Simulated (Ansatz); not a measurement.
```yaml
crystal:
  periodic: [false, false, false]
  atoms:
    - {symbol: Sb, position_ang: [0.476915, 0.071722, 1.413984]}
    - {symbol: Ge, position_ang: [0.849293, -0.728728, -0.957526]}
    - {symbol: Ge, position_ang: [-1.347132, 0.535725, -0.394909]}
basis:
  gaussian: {orbitals: def2-TZVPP}
magnetization: {spin_polarized: false, initial_magnetization: 3}
hamiltonian: {xc: {name: revPBE}, dispersion: d3bjatm}
scf: {lower_state_search: off}
```

```sh
$ ansatz run in.yaml --threads 4 --pin off --events-out ev --progress --plain --max-ram 3916MiB
```

Output, abridged:

```
Functional definition: revPBE
1099 factors; their error is unknown
mean field evaluation 1: about -119564.4603 eV, gradient 2.7e1 eV
mean field evaluation 2: about -119557.0786 eV, gradient 4.9e1 eV
mean field evaluation 4: about -119565.3784 eV, gradient 5.1e0 eV
mean field evaluation 8: about -119565.5455 eV, gradient 7.8e-1 eV
mean field evaluation 16: about -119565.5240 eV, gradient 4.3e-3 eV
mean field -119565.52402124 eV, -4393.9519633574 hartree, gradient 5.2e-6 eV, S^2 3.750000; 0 other end points of the search recorded, 0 dependent functions left out
reference -119565.52405850 eV, -4393.9519647268 hartree; 45, 42 occupied and 101, 104 virtual orbitals, 1099 factors
Total energy: -119565.78106389 eV, -4393.9614095007 hartree
Checks for a lower state left out: stability, starts, cluster_reference, orbital_swaps, neighbouring_geometries, increment
```

It took 1.6 s on 4 threads of Arm Neoverse V1 on a shared host.

In the def2 sets Sb takes a core potential; there is no spin–orbit coupling.

With spin_polarized false and unpaired electrons the run is restricted open-shell.
